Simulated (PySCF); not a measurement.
```xyz
4
charge 0 multiplicity 3, angstrom
Mo   -0.4920    0.0000    0.0000
S     1.5843    0.0000    0.0000
H    -1.2368   -1.5530    0.0000
H    -1.2368    1.5530    0.0000
```

These are results of PySCF, UPBE0, basis Mo def2-TZVP with ECP28, S def2-TZVP, H def2-TZVP (scalar-relativistic core potentials, no spin–orbit coupling, density fitting), not measurements.

This geometry of H₂MoS is a stationary point at this level.

(1) What is the point group?

(2) Is it a minimum?

(3) List the harmonic modes with their infrared intensities.

(4) Give the ideal-gas entropy at 298.15 K and 1 bar by parts.

Answers

(1) C2v.

(2) Yes: all harmonic wavenumbers are real.

(3) 
```json
{"symmetry": "b1", "ω (cm⁻¹)": "170", "IR (km/mol)": "118"}
{"symmetry": "b2", "ω (cm⁻¹)": "412", "IR (km/mol)": "0.7"}
{"symmetry": "a1", "ω (cm⁻¹)": "559", "IR (km/mol)": "25.1"}
{"symmetry": "a1", "ω (cm⁻¹)": "830", "IR (km/mol)": "40.1"}
{"symmetry": "b2", "ω (cm⁻¹)": "1829", "IR (km/mol)": "237"}
{"symmetry": "a1", "ω (cm⁻¹)": "1848", "IR (km/mol)": "257"}
```

(4) translation 169.7, rotation 88.4, vibration 17.1, spin 9.1; total 284.3 J/(mol K).

Other isomers or separated fragments may lie lower. Open d and f shells are described by one determinant, and the ground state may have another occupation or spin.
